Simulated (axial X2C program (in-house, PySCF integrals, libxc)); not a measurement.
Potential curves of SrF, with spin–orbit coupling

All values were computed with an in-house all-electron X2C program for linear molecules (integrals from PySCF). Two-component (2c) means X2C with spin–orbit coupling and atomic mean-field two-electron Coulomb and Gaunt terms. Basis: Sr dyall-cv3z [13s12p8d5f1g], F dyall-av3z [7s6p3d2f] (cores contracted in-house); Gaussian nuclei, density fitting, unrestricted open shells. Masses: Sr 87.906 u, F 18.998 u.

State: Ω = 1/2 (⟨Sz⟩ = 0.50, ⟨Lz⟩ = 0.00 at TPSS). Energies in cm⁻¹ from the fragments at the same level (Sr + F). Fits are polynomials in 1 − R0/R over 0.85 to 1.23 times the lowest point R0.

```csv
R (Å),TPSS,CCSD,HF,MP2
1.8000,-40080,,-25196,-38911
1.8828,-43899,-38547,-29585,-43534
1.9449,-45558,-40714,-31604,-45726
2.0069,-46433,-42036,-32786,-47078
2.0690,-46706,-42702,-33316,-47776
2.1414,-46451,-42840,-33305,-47954
2.2138,-45747,-42462,-32791,-47622
2.3069,-44393,-41447,-31615,-46666
2.4207,-42327,,-29683,-44978
2.5862,-38975,,-26402,-41999
```

Correlated methods: 9 electrons correlated (number of frozen shells: Sr 4 s, 3 p, 1 d; F 1 s), 261 virtual spin orbitals or spinors in MP2.

One determinant describes the state; a PBE0 search over occupations chose it and may have missed a lower one. Dissociation energies refer to the lowest single-determinant-based atoms at the same level and basis. Density functionals use the spin component along the axis (collinear). CCSD ran in a truncated set of natural virtual spinors with an MP2 remainder; without triples it tends to underbind. In 2c an atomic determinant is not the ground J level, so De misses part of the atomic spin–orbit lowering. This holds for TPSS. The functionals have no current-density term, which raises determinants with orbital currents, atoms included. The outer-core s and p shells of the metal are frozen in the correlated rows, which leaves out core–valence correlation; for alkali and alkaline-earth bonds that tends to lengthen them. With the outer-core shells frozen, correlated bond lengths of heavy atoms tend to come out a few hundredths of an ångström too long. Coupled cluster ran on the points near the minimum only. MP2 and coupled cluster on one determinant become unreliable at the stretched end.

Fit the TPSS curve near its minimum: give the equilibrium distance, the harmonic wavenumber and the well depth.

At TPSS, 2c: Re = 2.072 Å, ωe ≈ 503 cm⁻¹, De = 5.79 eV to Sr + F; Be follows as 0.251 cm⁻¹.

Fit the CCSD curve near its minimum: give the equilibrium distance, the harmonic wavenumber and the well depth.

At CCSD, 2c: Re = 2.122 Å, ωe ≈ 479 cm⁻¹, De = 5.31 eV to Sr + F; Be follows as 0.24 cm⁻¹.

What are Re, ωe and De at the HF level?

At HF, 2c: Re = 2.103 Å, ωe ≈ 494 cm⁻¹, De = 4.14 eV to Sr + F; Be follows as 0.244 cm⁻¹.

What are Re, ωe and De at the MP2 level?

At MP2, 2c: Re = 2.127 Å, ωe ≈ 471 cm⁻¹, De = 5.95 eV to Sr + F; Be follows as 0.239 cm⁻¹.
